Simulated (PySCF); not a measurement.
Deuteron quadrupole couplings in `O[Si@@H]([SiH3])[SiH2]N[SiH3]`

Species: H11NOSi4.
Numbering: `[OH:1][Si@@H:2]([SiH3:3])[SiH2:4][NH:5][SiH3:6]` (hydrogens: H7 on O1; H8 on Si2; H9, H10, H11 on Si3; H12, H13 on Si4; H14 on N5; H15, H16, H17 on Si6)

Structure used (GFN2-xTB), in Å, numbered top down from 1:
```xyz
17
H11NOSi4 angstrom
O     -1.7727   -2.3196    0.2872
Si    -0.9659   -1.0197   -0.3149
Si    -2.3536    0.8402   -0.3733
Si     0.8685   -1.0512    1.0704
N      1.6957    0.4667    0.8398
Si     2.2142    1.2494   -0.6101
H     -2.5894   -2.6399   -0.0851
H     -0.6368   -1.3714   -1.7212
H     -3.4769    0.7315   -1.3218
H     -1.6288    2.0565   -0.7489
H     -3.0047    1.1254    0.9134
H      1.8182   -2.1680    0.8744
H      0.5716   -1.0552    2.5140
H      2.2240    0.7527    1.6481
H      1.0915    1.1788   -1.5451
H      2.5418    2.6250   -0.2325
H      3.3964    0.6109   -1.2042
```

Level: PBE0/pcSseg-1 (PySCF, non-relativistic); Q(2H) = 0.00286 b; rigid geometry, the same for H and D, with no vibrational averaging.

Question: Rank these positions by the coupling χzz of a deuteron there, largest first.
A. H11 (Si–H hydrogen)
B. H7 (hydroxyl hydrogen)
C. H8 (Si–H hydrogen)
D. H14 (N–H hydrogen)

Answer: B (346 kHz), D (291 kHz), A (108 kHz), C (98 kHz).

Question: Tabulate Vzz, the asymmetry η and χzz = 234.96 MHz × Q × Vzz for every hydrogen position.

Answer: 
```csv
atom,bonded to,bond length (Å),Vzz (au),η,χzz (kHz)
H7,O1,0.953,0.5154,0.06,346
H8,Si2,1.486,0.1454,0.04,98
H9,Si3,1.474,0.1581,0.01,106
H10,Si3,1.465,0.1643,0.00,110
H11,Si3,1.470,0.1607,0.00,108
H12,Si4,1.479,0.1512,0.02,102
H13,Si4,1.474,0.1548,0.04,104
H14,N5,1.007,0.4336,0.15,291
H15,Si6,1.463,0.1618,0.06,109
H16,Si6,1.464,0.1607,0.04,108
H17,Si6,1.469,0.1562,0.01,105
```

Question: Average by the element that carries the hydrogen.

Answer: on O: 346 kHz over 1 position, mean bond length 0.953 Å; on Si: 106 kHz over 9 positions, mean bond length 1.472 Å; on N: 291 kHz over 1 position, mean bond length 1.007 Å.

Question: How does χzz go with the bond length over the 9 Si–H bonds?

Answer: A straight-line fit has a slope of -4.8 kHz for each 0.01 Å, with a correlation coefficient of -0.93, over lengths from 1.463 to 1.486 Å. The longer bonds have the smaller couplings here.

One conformer (not necessarily the lowest) at the GFN2-xTB geometry, without solvent, vibrations or thermal averaging. GFN2-xTB bond lengths can be off by several hundredths of an ångström, more for odd bonds, and the gradients follow them. With so small a basis the couplings can be 20 % off.
